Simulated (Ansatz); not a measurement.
Molecule: CaF, net charge 1, singlet state. 
Coordinates optimised at B3LYP-D3(BJ)/def2-TZVP (Ansatz, a quantum-chemistry and plane-wave program):
```
Ca
F 1 1.8817
```
Charge +1, spin multiplicity 1.

Basis-set convergence of Hartree-Fock and CCSD(T) correlation energies (hartree) with Ansatz. Correlated levels leave the core frozen unless marked. No spin-orbit coupling. Frozen are the shells of the preceding noble gas and the d and f shells that filled before the atom's block. The outer core of K, Ca and their heavier congeners is not correlated, a term that matters for these elements. No relativistic terms.

```json
[
 {"basis": "def2-SVP", "functions": "38", "E(HF)": "-775.89127", "E(corr, CCSD(T))": "-0.21116"},
 {"basis": "def2-TZVPP", "functions": "67", "E(HF)": "-776.10046", "E(corr, CCSD(T))": "-0.28147"},
 {"basis": "def2-QZVPP", "functions": "127", "E(HF)": "-776.12411", "E(corr, CCSD(T))": "-0.30887"}
]
```

Extrapolating the two largest sets (X = 3 and 4) as X^-3: E(corr) = (64·(-0.30887) - 27·(-0.28147))/37 = -0.3289 Eh, an estimate of the basis-set limit. The largest set recovers 93.9 % of it, the smallest 64.2 %.
